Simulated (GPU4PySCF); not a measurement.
C13H10N2, SMILES c1ccc(-n2cnc3ccccc32)cc1. Atoms are numbered in the order given.

```xyz
25

C      3.8696    -0.3217    -0.5224
C      2.8821    -1.2212    -0.9101
C      1.5734    -1.0599    -0.4755
C      1.2478     0.0218     0.3416
N     -0.0766     0.1905     0.7996
C     -0.4568     0.4982     2.0914
N     -1.7458     0.5752     2.2617
C     -2.2825     0.3133     1.0131
C     -3.6152     0.2877     0.6066
C     -3.8822     0.0209    -0.7272
C     -2.8486    -0.2068    -1.6482
C     -1.5141    -0.1876    -1.2659
C     -1.2547     0.0630     0.0769
C      2.2315     0.9315     0.7265
C      3.5406     0.7495     0.3006
H      4.8906    -0.4550    -0.8608
H      3.1330    -2.0641    -1.5442
H      0.8068    -1.7766    -0.7449
H      0.2894     0.6223     2.8639
H     -4.4072     0.4789     1.3212
H     -4.9097    -0.0061    -1.0720
H     -3.0967    -0.3996    -2.6859
H     -0.7212    -0.3487    -1.9864
H      1.9616     1.7843     1.3391
H      4.3031     1.4590     0.6018
```

Geometry: r2SCAN-D4/def2-TZVP. One conformer was computed; it need not be the lowest.

Two levels are set side by side: PBE-D3(BJ)/def2-TZVP (GPU4PySCF) and r2SCAN-D4/def2-TZVP (GPU4PySCF). Each level has its own optimised geometry; the coordinates shown are those of the second. Frequencies come from the Hessian of GPU4PySCF at each geometry. Differences are taken from unrounded values.

```json
[
 {"quantity": "mean bond length (Å)", "r2SCAN-D4": "1.275", "PBE-D3(BJ)": "1.281", "PBE-D3(BJ) minus r2SCAN-D4": "0.007"},
 {"quantity": "bond C1–C2 (Å)", "r2SCAN-D4": "1.391", "PBE-D3(BJ)": "1.397", "PBE-D3(BJ) minus r2SCAN-D4": "0.006"},
 {"quantity": "bond C1–C15 (Å)", "r2SCAN-D4": "1.390", "PBE-D3(BJ)": "1.396", "PBE-D3(BJ) minus r2SCAN-D4": "0.006"},
 {"quantity": "bond C2–C3 (Å)", "r2SCAN-D4": "1.388", "PBE-D3(BJ)": "1.394", "PBE-D3(BJ) minus r2SCAN-D4": "0.006"},
 {"quantity": "bond C3–C4 (Å)", "r2SCAN-D4": "1.394", "PBE-D3(BJ)": "1.401", "PBE-D3(BJ) minus r2SCAN-D4": "0.007"},
 {"quantity": "bond C4–N5 (Å)", "r2SCAN-D4": "1.412", "PBE-D3(BJ)": "1.416", "PBE-D3(BJ) minus r2SCAN-D4": "0.004"},
 {"quantity": "bond C4–C14 (Å)", "r2SCAN-D4": "1.394", "PBE-D3(BJ)": "1.401", "PBE-D3(BJ) minus r2SCAN-D4": "0.007"},
 {"quantity": "bond N5–C6 (Å)", "r2SCAN-D4": "1.381", "PBE-D3(BJ)": "1.389", "PBE-D3(BJ) minus r2SCAN-D4": "0.008"},
 {"quantity": "bond N5–C13 (Å)", "r2SCAN-D4": "1.388", "PBE-D3(BJ)": "1.394", "PBE-D3(BJ) minus r2SCAN-D4": "0.006"},
 {"quantity": "bond C6–N7 (Å)", "r2SCAN-D4": "1.302", "PBE-D3(BJ)": "1.311", "PBE-D3(BJ) minus r2SCAN-D4": "0.008"},
 {"quantity": "bond N7–C8 (Å)", "r2SCAN-D4": "1.384", "PBE-D3(BJ)": "1.390", "PBE-D3(BJ) minus r2SCAN-D4": "0.006"},
 {"quantity": "bond C8–C9 (Å)", "r2SCAN-D4": "1.394", "PBE-D3(BJ)": "1.400", "PBE-D3(BJ) minus r2SCAN-D4": "0.006"},
 {"quantity": "bond C8–C13 (Å)", "r2SCAN-D4": "1.413", "PBE-D3(BJ)": "1.421", "PBE-D3(BJ) minus r2SCAN-D4": "0.008"},
 {"quantity": "bond C9–C10 (Å)", "r2SCAN-D4": "1.386", "PBE-D3(BJ)": "1.392", "PBE-D3(BJ) minus r2SCAN-D4": "0.006"},
 {"quantity": "bond C10–C11 (Å)", "r2SCAN-D4": "1.403", "PBE-D3(BJ)": "1.409", "PBE-D3(BJ) minus r2SCAN-D4": "0.006"},
 {"quantity": "bond C11–C12 (Å)", "r2SCAN-D4": "1.388", "PBE-D3(BJ)": "1.394", "PBE-D3(BJ) minus r2SCAN-D4": "0.006"},
 {"quantity": "bond C12–C13 (Å)", "r2SCAN-D4": "1.390", "PBE-D3(BJ)": "1.397", "PBE-D3(BJ) minus r2SCAN-D4": "0.006"},
 {"quantity": "highest harmonic wavenumber (cm⁻¹)", "r2SCAN-D4": "3230", "PBE-D3(BJ)": "3165", "PBE-D3(BJ) minus r2SCAN-D4": "-65"},
 {"quantity": "mean harmonic wavenumber (cm⁻¹)", "r2SCAN-D4": "1260", "PBE-D3(BJ)": "1228", "PBE-D3(BJ) minus r2SCAN-D4": "-32"},
 {"quantity": "zero-point energy (kcal/mol)", "r2SCAN-D4": "124.31", "PBE-D3(BJ)": "121.16", "PBE-D3(BJ) minus r2SCAN-D4": "-3.15"}
]
```
